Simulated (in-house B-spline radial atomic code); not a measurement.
S⁺. Computed with a B-spline radial atomic code. Model: non-relativistic spherical atom: semilocal Troullier-Martins pseudo-atom, one channel per l, against all electrons, high spin, G0W0 and RPA with empty states to l = 8, local potential for every l without a channel, a model core (radius 0 = none) keeps its share of the functional.

What the tables leave out is listed at the end.

The pseudopotential gives back the lowest level of each angular momentum of its own functional in the configuration it was made in; a second state of the same l is only approximately right. Exact exchange, RPA and GW see the smooth pseudo-orbitals and miss the exchange with the core, for which the functional's share stands in. The column with an uncorrelated core keeps all orbitals and exact exchange, and so separates missing core correlation from pseudisation. Only the three outermost levels and the lowest empty one were computed. RPA here is direct RPA, with no exchange kernel, and its energies carry an (l + 1/2)⁻⁴ tail. A hybrid on a potential with a model core restores only its own semilocal share of the core's exchange.

Command:
```bash
python run_psgw.py task.json out
```
Settings (lengths in bohr, energies in hartree):
```
Z                      16
electrons              15
configuration          [Ne] 3s2 3p3
generated_in           [Ne] 3s2 3p3
functional             lda,vwn
core_shells            1
radius_factor          0.8
core_correction        True
```

Cost of the run: 24 s on 1 thread of Arm Neoverse N1, on a shared host.

Given: made with LDA VWN5; model core radius 0.14 bohr; local radius 0.34 bohr; mean-field start LDA VWN5.

Valence shells of the generating configuration: 2s, 2p, 3s, 3p.

Channel: s 0.312, p 0.5 (radii in bohr).

Computed: largest level miss in the spin-unpolarised generating configuration 0.097 eV; valence RPA correlation energy all-electron orbitals -0.75371 hartree; valence RPA correlation energy pseudo -0.74727 hartree; pseudo-atom RPA polarisability 9.6428 bohr³.

```
          level  occupied  mean-field all-electron (eV)  mean-field pseudo minus all (eV)  G0W0 all-electron (eV)  G0W0 uncorrelated core minus all (eV)  G0W0 pseudo minus all (eV)  exchange self-energy all-electron (eV)  exchange self-energy pseudo (eV)
          3p up         1                       -17.893                             0.101                 -23.171                                  0.006                       0.115                                  -21.17                           -20.779
        3s down         1                       -25.517                            -0.067                 -30.638                                  0.003                      -0.143                                 -18.048                           -17.708
3p down (empty)         0                       -15.065                             0.095                 -10.919                                  0.006                       0.072                                 -5.1219                           -4.8166
```

Q: What is the all-electron RPA polarisability, core included?

A: 9.549 bohr³.

Given: mean-field start PBE0.

Computed: valence RPA correlation energy pseudo -0.71248 hartree; all-electron RPA polarisability, core included 8.4487 bohr³; pseudo-atom RPA polarisability 8.5364 bohr³.

```csv
level,occupied,mean-field all-electron (eV),mean-field pseudo minus all (eV),G0W0 all-electron (eV),G0W0 uncorrelated core minus all (eV),G0W0 pseudo minus all (eV),exchange self-energy all-electron (eV),exchange self-energy pseudo (eV)
3p up,1,-19.491,0.106,-23.392,0.006,0.163,-21.088,-20.718
3s down,1,-26.604,-0.036,-30.664,0.003,-0.11,-17.964,-17.617
3p down (empty),0,-13.32,0.087,-10.602,0.005,0.113,-4.8764,-4.6023
```

Q: What is the valence RPA correlation energy all-electron orbitals?

A: -0.71865 hartree.

Among the listed levels the largest G0W0 shift of the pseudo-atom is +0.16 eV, for 3p up on the PBE0 start, while leaving the core uncorrelated moves that level by +0.01 eV. So pseudisation and the lost core exchange, not the missing core correlation, make the error. Not in the tables (levels of low weight, unsolved or above zero; the highest and the empty levels are kept at any weight): on LDA the G0W0 levels 3s up (pseudo minus all +0.09 eV, weights 0.25 and 0.26); on PBE0 the G0W0 levels 3s up (pseudo minus all -0.05 eV, weights 0.39 and 0.39); no Hartree-Fock pseudo-atom is run with a model core.
